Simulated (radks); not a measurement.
Results of a calculation; reference values are marked as such.
Problem. All-electron atom: Hf17+ in [Kr] 4d10 4f9. Code: a radial shooting solver on a logarithmic mesh with Libxc functionals. Model: Dirac Kohn-Sham, PBE, spin-unpolarised, spherical densities, point nucleus; open shells are shared between the two j in proportion to 2j + 1.

Spin-orbit splittings of the eigenvalues, e(l+1/2) - e(l-1/2), with zeta = 2 splitting/(2l+1) and mean radii in bohr:

| shell | occ. | splitting (eV) | zeta (eV) | <r> j=l-1/2 | <r> j=l+1/2 |
|---|---|---|---|---|---|
| 2p | 6 | ? | ? | 0.06612 | 0.07385 |
| 3p | 6 | 255.8 | 170.5 | 0.1979 | 0.2123 |
| 3d | 10 | 55.77 | 22.31 | 0.1862 | 0.1906 |
| 4p | 6 | 61.18 | 40.79 | 0.4658 | 0.4955 |
| 4d | 10 | 11.69 | 4.675 | 0.5063 | 0.5157 |
| 4f | 9 | 2.421 | 0.6918 | 0.5360 | 0.5405 |

Estimate the 2p splitting.

Solution. 1192 eV (zeta = 794.8 eV).
